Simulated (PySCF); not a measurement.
## [Ta3]+: one run

[Ta3]+ (triplet). PySCF 2.14.0, UKS PBE0, Ta def2-SVP with ECP60; non-relativistic Hamiltonian with scalar-relativistic core potentials where named; density fitting; no spin-orbit coupling. Purpose: all atoms moved at random, sigma 0.15 A.

```python
mol = gto.M(atom='''
Ta     1.30738    -0.03043    -0.25646
Ta    -0.68157     1.26103     0.02860
Ta    -0.62581    -1.23060     0.22787''',
    basis={'Ta': 'def2-SVP'},
    ecp={'Ta': 'def2-SVP'},
    charge=1, spin=2)
mf = dft.UKS(mol, xc='PBE0')
mf.grids.atom_grid = (50, 194)
mf = mf.density_fit()  # fitting sets: Ta def2-universal-JKFIT
mf.conv_tol = 1e-08; mf.max_cycle = 55
mf.kernel(dm0)  # dm0: converged density of the relaxed state
mf.nuc_grad_method().kernel()
```

Run from Python with OMP_NUM_THREADS=2; the lines above give its settings. Where DIIS fails, smearing, a level shift and second-order steps follow.
It took 7.6 s on 2 threads of Arm Neoverse V2, on a shared host, from an already converged density.

Where do the frontier levels lie, over both spins?

HOMO -9.23 eV, LUMO -6.98 eV. The state is spin-contaminated.

What does the SCF print?


```
init E= -170.373579778818
cycle= 1 E= -170.466420080454  delta_E= -0.0928  |g|= 0.279  |ddm|= 0.945
cycle= 2 E= -169.714161689279  delta_E= 0.752  |g|= 1.23  |ddm|= 2.24
cycle= 3 E= -170.446369064331  delta_E= -0.732  |g|= 0.347  |ddm|= 1.93
cycle= 4 E= -170.502480034363  delta_E= -0.0561  |g|= 0.132  |ddm|= 0.645
...
cycle= 31 E= -170.513102879614  delta_E= -1e-08  |g|= 1.32e-05  |ddm|= 0.00111
cycle= 32 E= -170.513102881499  delta_E= -1.89e-09  |g|= 1.08e-05  |ddm|= 0.000279
Extra cycle  E= -170.513102881652  delta_E= -1.53e-10  |g|= 3.7e-05  |ddm|= 9.22e-05
converged SCF energy = -170.513102881652  <S^2> = 2.3423876  2S+1 = 3.2201786
```

What are the Mulliken charges and spins?


| atom | charge (e) | spin (e) |
| --- | --- | --- |
| Ta1 | 0.276 | 0.657 |
| Ta2 | 0.373 | 0.219 |
| Ta3 | 0.351 | 1.124 |

What forces act on the atoms (eV/Å)?


```
Ta   2.82  0.73 -0.61
Ta  -0.78 -0.52  0.21
Ta  -2.04 -0.21  0.40
```
Forces carry noise of the integration grid, about 0.01 to 0.03 eV/Å.

How does its energy compare with the relaxed triplet of charge +1 in vacuum?

It lies 0.178 eV higher.

Open shells may have lower solutions than the one found.
